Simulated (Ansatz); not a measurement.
The same path of CH3AlCl2O + H2 (10 atoms, charge 0, multiplicity 1) was run twice with different band settings. Lost on the way: H6–H7. Made: Al1–H7, O2–H6.

Theory: RKS B3LYP-D4/def2-SVP in Ansatz 0.2.0.

Relaxed end points:

```xyz
10
Properties=species:S:1:pos:R:3
Al -0.104 0.908 0.955
O 0.012 -0.682 0.413
C -0.545 -1.506 -0.575
Cl -1.499 2.231 0.114
Cl 0.947 1.473 2.670
H 1.634 1.035 -0.593
H 1.645 1.782 -0.431
H -1.344 -0.998 -1.148
H 0.233 -1.831 -1.288
H -0.978 -2.412 -0.117
```

```xyz
10
Properties=species:S:1:pos:R:3
Al 0.345 1.372 0.726
O 0.583 -0.185 -0.443
C -0.372 -1.270 -0.487
Cl -1.558 2.059 0.022
Cl 0.261 0.386 2.617
H 0.921 0.033 -1.326
H 1.618 2.203 0.316
H -1.298 -0.941 -0.979
H 0.077 -2.128 -1.005
H -0.577 -1.529 0.559
```

Common settings: movable images 5; climbing image yes; spring 5.0 eV/Å²; optimiser quadratic models (default); start path through a guess of the saddle point; iteration limit 60; end points relaxed.

| run | force threshold |
| --- | --- |
| 1 | 0.05 eV/Å |
| 2 | 0.2 eV/Å |

Question: What does each run give, and how far can it be trusted?

Answer: Run 1: converged after 12 iterations, highest image 0.798 eV above the first end. A vibrational analysis at the climbing image gives 2 clearly imaginary modes (1248i, 59i cm⁻¹): a point of higher order, so a lower path passes nearby.
Run 2: converged after 8 iterations, highest image 0.798 eV above the first end. The threshold of 0.2 eV/Å is loose, so the images may lie well off the minimum-energy path. Another band between the same ends (5 images) ends at a top of the same energy, where a vibrational analysis finds 2 clearly imaginary modes.
The orbitals stay closed-shell, which can raise the energy where a bond breaks towards radicals; this wasn't checked here.
